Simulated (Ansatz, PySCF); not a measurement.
Si(H)2(NCO)(OH) (CH3NO2Si), SMILES O=C=N[SiH2]O.

The structure is a stationary point at PBE0-D3(BJ)/def2-SVP. One conformer was computed; it need not be the lowest.

Vertical ionisation energy (IE) and electron affinity (EA) in eV. Rows of orbital energies are one-electron estimates. Where ΔSCF, EOM or ADC give a negative EA the extra electron is unbound and the value depends on the basis.

| level | IE | EA |
|---|---|---|
| −ε(HOMO), −ε(LUMO), CAM-B3LYP/def2-TZVP (PySCF) | (withheld) | (withheld) |
| ΔSCF, CAM-B3LYP/def2-SVPD (Ansatz), final states of multiplicity 2 and 2 | 11.07 | -1.14 |

Q: What belongs in the gaps? (Estimate from the structure and the level; the computed values follow.)

A: 
- −ε(HOMO), −ε(LUMO), CAM-B3LYP/def2-TZVP (PySCF), IE: 10.01
- −ε(HOMO), −ε(LUMO), CAM-B3LYP/def2-TZVP (PySCF), EA: -0.76

Q: What vertical singlet–triplet gap does ΔSCF give with CAM-B3LYP/def2-SVPD (Ansatz, a program for electronic structure)? (The exact figures need the calculation; the answer reports its results.)

A: 6.66 eV (triplet above singlet where positive).
